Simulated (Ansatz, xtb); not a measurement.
## Ranking isomers of C4H5Br

3 gas-phase structures of C4H5Br, from a drawn sample of its isomers (lower ones may exist). Each was relaxed with GFN2-xTB:

A. `C=CC(=C)Br`, a singlet
B. `C=C/C=C/Br`, a singlet
C. `C=C/C=C\Br`, a singlet

**Question.** Which do you expect lowest at r2SCAN-D4/def2-SVP, and how would the others follow?

**Answer.** Calculated order at r2SCAN-D4/def2-SVP: C (0.0), B (0.4), A (0.6) kcal/mol. Less than 1 kcal/mol parts C and B; B and A, so the order within those pairs means little.

Energies above the lowest of each column, in kcal/mol; the last columns are at B3LYP/def2-SVP geometries:

| structure | GFN2-xTB | HF/STO-3G | r2SCAN-D4/def2-SVP | B3LYP/def2-SVP | CCSD(T)/def2-SVP + ΔMP2/def2-TZVPP |
| --- | --- | --- | --- | --- | --- |
| C | 0.4 | 0.3 | 0.0 | 0.0 | 0.4 |
| B | 0.0 | 0.0 | 0.4 | 0.1 | 0.7 |
| A | 0.9 | 1.7 | 0.6 | 1.3 | 0.0 |

CCSD(T)/def2-SVP + ΔMP2/def2-TZVPP has A and B and C within 1 kcal/mol of each other at the bottom, and every level picks one of them. CCSD(T)/def2-SVP + ΔMP2/def2-TZVPP orders those it was run on as A (0.0), C (0.4), B (0.7) kcal/mol. Less than 1 kcal/mol parts A and C; C and B, so the order within those pairs means little. Flexible structures stand in one conformer each, not always the lowest. ΔMP2 is the change of the MP2 energy from the smaller to the larger basis.

Programs: Ansatz 0.2.0, xtb 6.7.1.
